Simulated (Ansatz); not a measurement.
CH₆O₃Si₂, SMILES [SiH3]O[SiH2]OC=O. Atoms are numbered in the order given.

```xyz
12

O     -3.0527     0.2698    -0.1049
C     -2.3003    -0.3844     0.5678
O     -0.9699    -0.3571     0.4509
Si    -0.2248     0.6616    -0.7221
O      1.3805     0.3830    -0.5184
Si     2.5328    -0.4732     0.3303
H     -2.6198    -1.0885     1.3653
H     -0.5434     2.0728    -0.4151
H     -0.6521     0.2404    -2.0741
H      2.4462    -0.1518     1.7825
H      3.8663    -0.0754    -0.1923
H      2.3332    -1.9367     0.1352
```

Geometry: B3LYP-D3(BJ)/def2-SVP. This is a generated structure with no PubChem entry under its InChIKey; it may be hypothetical. Other conformers were not sampled.

Two levels are set side by side: PBE-D3(BJ)/def2-SVP (Ansatz, a first-principles code) and B3LYP-D3(BJ)/def2-SVP (Ansatz). Each level has its own optimised geometry; the coordinates shown are those of the second. Differences are taken from unrounded values.

```tsv
quantity	B3LYP-D3(BJ)	PBE-D3(BJ)	PBE-D3(BJ) minus B3LYP-D3(BJ)
mean bond length (Å)	1.464	1.477	0.013
bond O1–C2 (Å)	1.203	1.214	0.012
bond C2–O3 (Å)	1.336	1.343	0.007
bond O3–Si4 (Å)	1.723	1.745	0.022
bond Si4–O5 (Å)	1.642	1.656	0.014
bond O5–Si6 (Å)	1.668	1.681	0.014
bond C2–H7 (Å)	1.111	1.120	0.009
bond Si4–H8 (Å)	1.479	1.493	0.014
bond Si4–H9 (Å)	1.479	1.493	0.014
bond Si6–H10 (Å)	1.490	1.503	0.014
bond Si6–H11 (Å)	1.486	1.499	0.013
bond Si6–H12 (Å)	1.490	1.503	0.014
```

GGA bonds tend to be longer and softer than those of functionals with exact exchange. Differences between two approximate levels are no errors against the true value.
